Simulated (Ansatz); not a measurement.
Reaction (formal exchange of groups at a Ti–Cl bond): `[OH][Ti]([OH])([Cl])[Cl]` + CH₄ → `[CH3][Ti]([OH])([OH])[Cl]` + HCl

Program: Ansatz. Geometries: PBE0-D4/def2-TZVP. ΔE: electronic, gas phase. CCSD(T)/CBS adds triple-zeta CCSD(T) − MP2 to the extrapolated MP2 energy (def2 sets, frozen cores). This one scheme is used for every species. DFT in def2-TZVPP. HSE06 is defined as in plane-wave codes. For Ti outer-core shells are correlated without core-valence functions, which leaves a few kJ/mol of doubt a bond. Scalar relativity is left out up to krypton. Each species was taken in one conformer, which may not be the lowest.

`[OH][Ti]([OH])([Cl])[Cl]`:

Z-matrix (Å, degrees):
```
Ti
O 1 1.768
Cl 1 2.199 2 110.2
O 1 1.759 2 109.1 3 119.8
Cl 1 2.199 2 110.2 3 -120.4
H 2 0.959 1 133.7 3 -120.0
H 4 0.958 1 142.0 2 -179.9
```

CH₄:

Z-matrix (Å, degrees):
```
C
H 1 1.090
H 1 1.090 2 109.5
H 1 1.090 2 109.5 3 -120.0
H 1 1.090 2 109.5 3 120.0
```

`[CH3][Ti]([OH])([OH])[Cl]`:

Cartesian coordinates in Å:
```
C -1.014 1.078 -0.078
Ti 0.586 -0.205 -0.033
O 0.348 -1.202 1.409
O 0.481 -1.130 -1.548
Cl 2.396 1.066 0.087
H -1.006 1.702 0.820
H -0.933 1.709 -0.968
H -1.943 0.504 -0.118
H 0.696 -1.481 2.254
H 0.388 -2.041 -1.826
```

HCl:

Cartesian coordinates in Å:
```
Cl -0.059 0.556 0.310
H 0.059 -0.556 -0.310
```

```csv
level,ΔE (kcal/mol)
r2SCAN0-D4,44.6
HSE06-D4,43.8
B2PLYP,45.7
CCSD(T)/def2-SVP,45.3
```

Question: What does CCSD(T)/CBS give? (Estimate.)

Answer: Computed: +41.8 kcal/mol. The listed levels differ from it by 2.8, 2.0, 3.9, 3.5 kcal/mol.

Largest T1 diagnostic among the species: 0.024, so the coupled-cluster value is less sure than usual.

From r2SCAN to r2SCAN0 (25 % exact exchange), in def2-TZVPP and without D4, ΔE moves by −1.4 kcal/mol. At CCSD(T), def2-SVP lies +3.5 kcal/mol from the extrapolated value and def2-TZVPP +0.9 kcal/mol.
